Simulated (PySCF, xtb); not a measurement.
CH₃F₃OSi, SMILES O[Si](F)(F)CF.

Coordinates come from a PBE-D3(BJ)/def2-SVP optimisation. This is a generated structure with no PubChem entry under its InChIKey; it may be hypothetical. Other conformers were not sampled.

Method: C-PCM-PBE0/def2-SVP run with PySCF 2.14.0.

The values are the electrostatic part of the solvation free energy, E(continuum) − E(gas) at the gas-phase geometry, in a cavity of scaled van der Waals radii (PySCF's table); cavitation and dispersion terms are not included. In vacuum the orbital gap is 10.08 eV. The dipole moment in vacuum is 2.41 D.

Estimate the values in water (ε = 78.36), n-hexane (ε = 1.88), diethylether (ε = 4.24). (The exact figures need the calculation; the answer reports its results.)


| solvent | ε | ΔG(elec) (kcal/mol) | dipole (D) | gap (eV) |
|---|---|---|---|---|
| water | 78.36 | -6.5 | 2.88 | 10.14 |
| n-hexane | 1.88 | -2.9 | 2.62 | 10.12 |
| diethylether | 4.24 | -4.9 | 2.76 | 10.13 |

For comparison, GFN2-xTB/ALPB(water) (xtb, at the GFN2-xTB geometry, all terms of that model) gives -5.9 kcal/mol.
